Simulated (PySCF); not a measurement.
**RuHCl + NH₃ → H₃RuN + HCl**

Level: PBE0 in the def2-TZVP basis family, computed in PySCF with density fitting; scalar-relativistic core potentials for atoms from Rb on, none lighter, no spin–orbit coupling; open shells unrestricted.

```
species                                                                                                             state and structure      E (Eh)  ZPE (kJ/mol)  H(298 K) − H(0) (kJ/mol)  S° (J/(mol K))
  RuHCl                                                                        quintet, Cs, Ru–Cl 2.258 Å, Ru–H 1.667 Å; Cl–Ru–H 152.7°  -555.52148          15.1                      12.0           281.5
    NH₃                                                                               singlet, C3v, N–H 1.013 Å (×3); H–N–H 107.1° (×3)   -56.51312          90.6                      10.0           192.4
  H₃RuN  singlet, Cs, Ru–H 1.559 Å, Ru–H 1.629 Å (×2), Ru–N 1.571 Å; H–Ru–H 83.2° (×2), H–Ru–H 135.3°, H–Ru–N 95.9°, H–Ru–N 111.8° (×2)  -151.31963          64.9                      11.6           262.3
    HCl                                                                                                      singlet, C∞v, H–Cl 1.279 Å  -460.66440          17.9                       8.7           186.6
```

Problem. What is the electronic reaction energy?

Solution. At PBE0/def2-TZVP, ΔE = 132.8 kJ/mol from the differences of the total energies times 2625.5, uphill. Ammonolysis steps of this kind drive nitride growth.

Problem. Add zero-point, thermal and entropy terms for 298.15 K and 1 bar.

Solution. ΔZPE = -22.9 and Δ[H(298) − H(0)] = -1.7 kJ/mol give ΔH° = 108.2 kJ/mol. ΔS° = -25.0 J/(mol K), so ΔG° = 108.2 − 298.15 × (-0.0250) = 116 kJ/mol and log₁₀K = -20.3.

Open d or f shells are single determinants, so the state found may not be the ground state. Each species is the lowest minimum found with this bonding; other isomers or fragments can lie lower.
